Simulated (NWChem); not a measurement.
System: BCl

Here is an NWChem input.

```
start job
memory heap 200 mb stack 900 mb global 1100 mb
geometry units angstroms noautosym nocenter noautoz
  B      0.000000     0.000000    -1.290223
  Cl     0.000000     0.000000     0.429027
end
basis spherical
  * library def2-svpd
end
dft
  xc pbe0
  iterations 150
end
tddft
  cis
  nroots 6
  notriplet
end
task tddft energy
```

Output (shortened):

```
             Northwest Computational Chemistry Package (NWChem) 7.3.0
             --------------------------------------------------------

                             Geometry "geometry" -> ""
                             -------------------------

 Output coordinates in angstroms (scale by  1.889725989 to convert to a.u.)

  No.       Tag          Charge          X              Y              Z
 ---- ---------------- ---------- -------------- -------------- --------------
    1 B                    5.0000     0.00000000     0.00000000    -1.29022300
    2 Cl                  17.0000     0.00000000     0.00000000     0.42902700

 Effective nuclear repulsion energy (a.u.)      26.1626093733

                                 NWChem DFT Module
                                 -----------------

 Summary of "ao basis" -> "ao basis" (spherical)
 ------------------------------------------------------------------------------
       Tag                 Description            Shells   Functions and Types
 ---------------- ------------------------------  ------  ---------------------
 B                         def2-svpd                 8       20   4s2p2d
 Cl                        def2-svpd                11       27   5s4p2d

            General Information
            -------------------
          SCF calculation type: DFT
          Wavefunction type:  closed shell.
          No. of atoms     :     2
          No. of electrons :    22
           Alpha electrons :    11
            Beta electrons :    11
          Charge           :     0
          Spin multiplicity:     1
          Use of symmetry is: off; symmetry adaption is: off
          Maximum number of iterations: 150
          AO basis - number of functions:    47
                     number of shells:    19
          Convergence on energy requested:  1.00D-06
          Convergence on density requested:  1.00D-05
          Convergence on gradient requested:  5.00D-04

              XC Information
              --------------
                         PBE0 Method XC Functional
                     Hartree-Fock (Exact) Exchange  0.250
          PerdewBurkeErnzerhof Exchange Functional  0.750
            Perdew 1991 LDA Correlation Functional  1.000 local
           PerdewBurkeErnz. Correlation Functional  1.000 non-local

             Grid Information
             ----------------
          Grid used for XC integration:  medium
          Radial quadrature: Mura-Knowles
          Angular quadrature: Lebedev.
          Tag              B.-S. Rad. Rad. Pts. Rad. Cut. Ang. Pts.
          ---              ---------- --------- --------- ---------
          B                   0.85       49          10.0       434
          Cl                  1.00       88          10.0       590
          Grid pruning is: on
          Number of quadrature shells:   137
          Spatial weights used:  Erf1

      Superposition of Atomic Density Guess
      -------------------------------------

 Sum of atomic energies:        -483.83374379

      Non-variational initial energy
      ------------------------------

 Total energy =    -484.108101
 1-e energy   =    -718.808850
 2-e energy   =     208.538140
 HOMO         =      -0.262932
 LUMO         =       0.019441

   convergence    iter        energy       DeltaE   RMS-Dens  Diis-err
 ---------------- ----- ----------------- --------- --------- ---------
 d= 0,ls=0.0,diis     1   -484.6029979983 -5.11D+02  1.56D-02  1.91D-01
 d= 0,ls=0.0,diis     2   -484.5882854407  1.47D-02  9.72D-03  2.52D-01
 d= 0,ls=0.0,diis     3   -484.6293750762 -4.11D-02  2.00D-03  1.14D-02
 d= 0,ls=0.0,diis     4   -484.6310843851 -1.71D-03  3.95D-04  3.49D-04
 d= 0,ls=0.0,diis     5   -484.6311355219 -5.11D-05  6.39D-05  5.75D-06
 d= 0,ls=0.0,diis     6   -484.6311364878 -9.66D-07  1.82D-05  2.28D-07
 d= 0,ls=0.0,diis     7   -484.6311365414 -5.36D-08  2.13D-06  7.90D-09

         Total DFT energy =     -484.631136541377
      One electron energy =     -718.916480984895
           Coulomb energy =      240.104811130799
    Exchange-Corr. energy =      -31.982076060539
 Nuclear repulsion energy =       26.162609373258

 Numeric. integr. density =       21.999999876862

                       DFT Final Molecular Orbital Analysis
                       ------------------------------------

[...]

                                NWChem TDDFT Module
                                -------------------

            General Information
            -------------------
           No. of orbitals :      94
            Alpha orbitals :      47
             Beta orbitals :      47
        Alpha frozen cores :       0
         Beta frozen cores :       0
     Alpha frozen virtuals :       0
      Beta frozen virtuals :       0
         Spin multiplicity :       1
    Number of AO functions :      47
        Use of symmetry is : off
      Symmetry adaption is : off
         Schwarz screening :  0.10D-07

              XC Information
              --------------
                  PBE0 Method XC Functional
              Hartree-Fock (Exact) Exchange   0.25
   PerdewBurkeErnzerhof Exchange Functional   0.75
     Perdew 1991 LDA Correlation Functional   1.00 local
    PerdewBurkeErnz. Correlation Functional   1.00 non-local

             TDDFT Information
             -----------------
          Calculation type : Tamm-Dancoff TDDFT
         Wavefunction type : Restricted singlets
          No. of electrons :      22
           Alpha electrons :      11
            Beta electrons :      11
              No. of roots :       6
          Max subspacesize :    5200
            Max iterations :     100
               Target root :       1
           Target symmetry : none
      Symmetry restriction : off
                 Algorithm : Optimal
        Davidson threshold :  0.10D-03

    6 smallest eigenvalue differences (eV)
--------------------------------------------------------
  No. Spin  Occ  Vir  Irrep   E(Occ)    E(Vir)   E(Diff)
--------------------------------------------------------
    1    1   11   12 a        -0.275    -0.073     5.496
    2    1   11   13 a        -0.275    -0.073     5.496
    3    1   11   14 a        -0.275     0.031     8.335
    4    1   11   15 a        -0.275     0.052     8.897
    5    1   10   12 a        -0.411    -0.073     9.201
    6    1   10   13 a        -0.411    -0.073     9.201
--------------------------------------------------------

  Entering Davidson iterations
  Restricted singlet excited states

  Iter   NTrls   NConv    DeltaV     DeltaE      Time
  ----  ------  ------  ---------  ---------  ---------
    1      6       0     0.16E+00   0.10+100        1.5
    2     12       0     0.24E-01   0.66E-01        1.5
    3     18       0     0.25E-01   0.70E-02        1.4
    4     24       0     0.26E-02   0.60E-03        1.4
    5     30       3     0.35E-03   0.87E-05        1.5
    6     33       6     0.39E-04   0.19E-06        1.1
  ----  ------  ------  ---------  ---------  ---------
  Convergence criterion met

  Ground state a        -484.631136541377 a.u.

  ----------------------------------------------------------------------------
  Root   1 singlet a              0.171667131 a.u.                4.6713 eV
  ----------------------------------------------------------------------------
     Transition Moments    X  0.65428   Y  0.65718   Z -0.00000
     Dipole Oscillator Strength                    0.0984187574
     Electric Quadrupole                           0.0000004133
     Magnetic Dipole                               0.0000031133
     Total Oscillator Strength                     0.0984222841

     Occ.    8  a   ---  Virt.   12  a       -0.11931
     Occ.   11  a   ---  Virt.   12  a        0.98755
     Occ.   11  a   ---  Virt.   22  a       -0.05171
  ----------------------------------------------------------------------------
  Root   2 singlet a              0.171667131 a.u.                4.6713 eV
  ----------------------------------------------------------------------------
     Transition Moments    X -0.65718   Y  0.65428   Z  0.00000
     Dipole Oscillator Strength                    0.0984187572
     Electric Quadrupole                           0.0000004133
     Magnetic Dipole                               0.0000031133
     Total Oscillator Strength                     0.0984222839

     Occ.    8  a   ---  Virt.   13  a        0.11931
     Occ.   11  a   ---  Virt.   13  a       -0.98755
     Occ.   11  a   ---  Virt.   23  a       -0.05171
  ----------------------------------------------------------------------------
  Root   3 singlet a              0.266179003 a.u.                7.2431 eV
  ----------------------------------------------------------------------------
     Transition Moments    X -0.00000   Y  0.00000   Z -0.00000
     Dipole Oscillator Strength                    0.0000000000
     Electric Quadrupole                           0.0000000000
     Magnetic Dipole                               0.0000000000
     Total Oscillator Strength                     0.0000000000

     Occ.    9  a   ---  Virt.   13  a        0.70631
     Occ.   10  a   ---  Virt.   12  a       -0.70631
  ----------------------------------------------------------------------------
  Root   4 singlet a              0.271466699 a.u.                7.3870 eV
  ----------------------------------------------------------------------------
     Transition Moments    X -0.00000   Y -0.00000   Z  0.00000
     Dipole Oscillator Strength                    0.0000000000
     Electric Quadrupole                           0.0000000053
     Magnetic Dipole                               0.0000000000
     Total Oscillator Strength                     0.0000000053

[...]
```

Level: PBE0/def2-SVPD, TDA. Geometry: optimised at PBE0/def2-SVP.
